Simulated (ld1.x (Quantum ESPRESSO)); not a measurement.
# I (Z = 53), TM: configuration errors across variants

```
Element                 : iodine
Generator               : ld1.x (Quantum ESPRESSO) 7.5
Type                    : norm-conserving Troullier–Martins (Kleinman–Bylander form)
Functional              : PBE
Relativity              : scalar-relativistic
Frozen core             : [Kr] 4d10
Valence charge          : 7
Reference configuration : 5s2 5p4.5 (charge +0.5)
Partial waves           : 5p (bound): rc 2.10 bohr; 5d channel at 0.35 Ry: rc 1.60 bohr; 5s (bound): rc 1.75 bohr
Local potential         : the s channel
Core correction         : a·sin(br)/r model core, default radius (core density twice the valence density)
```

All-electron excitation energies from the reference (eV): (1) 5s2 5p5 -4.532; (2) 5s2 5p4 6.599; (3) 5s2 5p3 26.445; (4) 5s2 5p1 95.198; (5) 5s1 5p6 5.882; (6) 5s1 5p5 17.579; (7) 5s2 5p2 55.773.

A true bound ghost makes a file unfit for plane-wave use even where its test errors are small: the radial tests pick states by their node count and pass the ghost by.

Errors AE − PS in meV (a dash: test not solved or not reliable):

```tsv
change	(1)	(2)	(3)	(4)	(5)	(6)	(7)	bound ghosts
base	+1.3	-2.0	-12	-123	-8.1	-14	-43	d
all radii but the core radius scaled by about 0.75 (s 1.32, p 1.58, d 1.20 bohr)	+1.0	-2.1	-12	-90	-9.9	-18	-38	p, d
all radii but the core radius scaled by about 0.87 (s 1.52, p 1.82, d 1.38 bohr)	+1.3	-2.0	-12	-119	-8.8	-14	-42	d
all radii but the core radius scaled by about 1.11 (s 1.94, p 2.34, d 1.78 bohr)	+1.3	-2.0	-13	-140	-6.2	-11	-48	d
all radii but the core radius scaled by about 1.19 (s 2.08, p 2.50, d 1.90 bohr)	+1.4	-1.9	-12	-146	-7.2	-12	-48	d
all radii but the core radius scaled by about 1.28 (s 2.24, p 2.68, d 2.04 bohr)	+1.6	-1.8	-12	-167	-9.0	-12	-52	none
all radii but the core radius scaled by about 1.40 (s 2.44, p 2.94, d 2.24 bohr)	+1.7	-1.8	-14	-221	-12	-13	-67	none
```

Question: Give the same row for: all radii but the core radius scaled by about 0.92 (s 1.62, p 1.94, d 1.48 bohr).

Answer: +1.3, -2.0, -12, -120, -8.7, -14, -42; bound ghosts: d.
